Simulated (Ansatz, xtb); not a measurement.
Molecule: sum formula H$_{3}$SiO, net charge 1, singlet state. It need not be the lowest isomer of its formula. SMILES: [SiH2]=[OH+]
Structure (B3LYP-D3(BJ)/def2-TZVP (Ansatz, a program for electronic structure) minimum search):
```xyz
5

Si     0.0725    -0.5300     0.0468
O     -0.2154     1.0068    -0.0900
H     -1.1321    -1.3548     0.1025
H      1.4469    -1.0376     0.1086
H      0.3927     1.7583    -0.1471
```
Charge +1, spin multiplicity 1.

Harmonic wavenumbers from GFN2-xTB (xtb, at its own minimum), cm⁻¹: 404, 414, 510, 667, 712, 1137, 2392, 2439, 3483.

Give the harmonic wavenumbers at B3LYP-D3(BJ)/def2-TZVP (Ansatz, finite differences of forces, unscaled).

571, 608, 726, 736, 942, 1089, 2302, 2376, 3776 cm⁻¹. Zero-point energy 18.8 kcal/mol.

From these and the geometry, give the ideal-gas thermochemistry at 298.15 K and 1 atm (rigid rotor, harmonic oscillator).

Point group Cs, rotational symmetry number 1. Rotational constants 130.1, 16.33, 14.51 GHz. S(trans) 37.47, S(rot) 19.88, S(vib) 1.67, S(elec, spin only) 0.00, S 59.0 cal/(mol K). H(298) - H(0) 2.75 kcal/mol; G - E(el) 3.9 kcal/mol.
